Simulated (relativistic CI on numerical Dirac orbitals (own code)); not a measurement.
## Crystal-field levels of Dy2+, 4f10

Calculated by Dirac-Coulomb-Breit CI, KLI orbitals optimised for each configuration, a model potential for QED, valence Slater integrals scaled by 0.85, one configuration in a parametric crystal field (own radial code).

Field parameters in Wybourne normalisation. The field is a parameter set, without covalency.

S and J are read from ⟨S²⟩ = S(S + 1) and ⟨J²⟩ = J(J + 1) of each level; they are not fictitious spins.

D3h, B20 = -20, B40 = -430, B60 = -60, B66 = -120 cm⁻¹, the lowest 10 levels:

```
E (cm⁻¹)  Degeneracy     S     J
     0.0           1  1.95  8.00
     6.9           2  1.95  8.00
     7.4           1  1.95  8.00
    15.4           2  1.95  8.00
    18.6           1  1.95  8.00
    19.9           2  1.95  8.00
    62.6           1  1.95  8.00
    63.1           2  1.95  8.00
    63.3           2  1.95  8.00
    64.7           1  1.95  8.00
```

D3d, B20 = -310, B40 = -1170, B43 = 210, B60 = 270, B63 = -30, B66 = 300 cm⁻¹, the lowest 10 levels:

```csv
E (cm⁻¹),Degeneracy,Irrep,S,J
0.0,2,E,1.95,8.00
8.6,1,A2,1.95,8.00
9.4,2,E,1.95,8.00
53.4,1,A1,1.95,8.00
79.1,1,A2,1.95,8.00
133,1,A1,1.95,8.00
150,2,E,1.95,8.00
160,2,E,1.95,8.00
206,2,E,1.95,8.00
218,1,A1,1.95,8.00
```

C2v, B20 = 200, B22 = 30, B40 = 310, B42 = -320, B44 = 140, B60 = 120, B62 = -20, B64 = -190, B66 = 330 cm⁻¹, the lowest 16 levels:

| E (cm⁻¹) | Degeneracy | S | J |
| --- | --- | --- | --- |
| 0.0 | 1 | 1.95 | 8.00 |
| 0.1 | 1 | 1.95 | 8.00 |
| 12.5 | 1 | 1.95 | 8.00 |
| 18.3 | 1 | 1.95 | 8.00 |
| 39.8 | 1 | 1.95 | 8.00 |
| 65.3 | 1 | 1.95 | 8.00 |
| 68.2 | 1 | 1.95 | 8.00 |
| 72.9 | 1 | 1.95 | 8.00 |
| 91.0 | 1 | 1.95 | 8.00 |
| 117 | 1 | 1.95 | 8.00 |
| 118 | 1 | 1.95 | 8.00 |
| 153 | 1 | 1.95 | 8.00 |
| 159 | 1 | 1.95 | 8.00 |
| 183 | 1 | 1.95 | 8.00 |
| 186 | 1 | 1.95 | 8.00 |
| 186 | 1 | 1.95 | 8.00 |

D3h, B20 = 290, B40 = 150, B60 = -330, B66 = 320 cm⁻¹, the lowest 10 levels:

```json
{"E (cm⁻¹)": "0.0", "Degeneracy": "2", "S": "1.95", "J": "8.00"}
{"E (cm⁻¹)": "6.6", "Degeneracy": "1", "S": "1.95", "J": "8.00"}
{"E (cm⁻¹)": "51.2", "Degeneracy": "2", "S": "1.95", "J": "8.00"}
{"E (cm⁻¹)": "57.8", "Degeneracy": "2", "S": "1.95", "J": "8.00"}
{"E (cm⁻¹)": "59.8", "Degeneracy": "1", "S": "1.95", "J": "8.00"}
{"E (cm⁻¹)": "74.2", "Degeneracy": "1", "S": "1.95", "J": "8.00"}
{"E (cm⁻¹)": "81.7", "Degeneracy": "2", "S": "1.95", "J": "8.00"}
{"E (cm⁻¹)": "115", "Degeneracy": "1", "S": "1.95", "J": "8.00"}
{"E (cm⁻¹)": "152", "Degeneracy": "2", "S": "1.95", "J": "8.00"}
{"E (cm⁻¹)": "186", "Degeneracy": "2", "S": "1.95", "J": "8.00"}
```

C2v, B20 = -380, B22 = 130, B40 = -30, B42 = 100, B44 = -120, B60 = -330, B62 = 130, B64 = -290, B66 = -180 cm⁻¹, the lowest 16 levels:

```tsv
E (cm⁻¹)	Degeneracy	S	J
0.0	1	1.95	8.00
0.5	1	1.95	8.00
36.0	1	1.95	8.00
52.8	1	1.95	8.00
73.4	1	1.95	8.00
77.4	1	1.95	8.00
80.3	1	1.95	8.00
106	1	1.95	8.00
133	1	1.95	8.00
140	1	1.95	8.00
160	1	1.95	8.00
160	1	1.95	8.00
161	1	1.95	8.00
162	1	1.95	8.00
201	1	1.95	8.00
238	1	1.95	8.00
```

The next free-ion level lies 4182 cm⁻¹ above the lowest; the field splits the ground level into components whose J stays near 8 as long as their spread is small against that gap.

Levels of this model without a field, named by their leading LS term: 5I_8 0, 5I_7 4182, 5I_6 7143, 5I_5 9331, 5I_4 11054, 5F_5 15424, 5S_2 17744, 3K_8 17817 cm⁻¹.
